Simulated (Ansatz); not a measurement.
Mulliken charges of BF2H3OSi, SMILES `FB(F)O[SiH3]` from PBE/def2-TZVPP in Ansatz (PBE0-D4/def2-TZVP geometry).

```tsv
atom	x (Å)	y (Å)	z (Å)	charge (e)
F1	1.645	-1.936	1.092	-0.190
B2	0.586	-1.262	0.688	0.460
F3	-0.608	-1.794	0.922	-0.211
O4	0.727	-0.084	0.065	-0.274
Si5	-0.345	1.015	-0.568	0.356
H6	-1.235	1.518	0.506	-0.048
H7	0.470	2.117	-1.125	-0.045
H8	-1.147	0.370	-1.636	-0.048
```

Question: By hand: the dipole of these point charges (1 e Å = 4.8032 D).

Answer: Σ q r = (-0.144, 0.364, -0.201) e Å, of length 0.440 e Å = 2.11 D.

Question: How does the dipole of the full density compare? (Estimate.)

Answer: Ansatz gave: (-0.139, 0.277, -0.154) e Å, 1.66 D; the point charges give 1.27 times that, at 5° from its direction.

Point charges leave out the atoms' own dipoles, such as those of lone pairs, and Mulliken's split depends on the basis, so the two needn't agree.
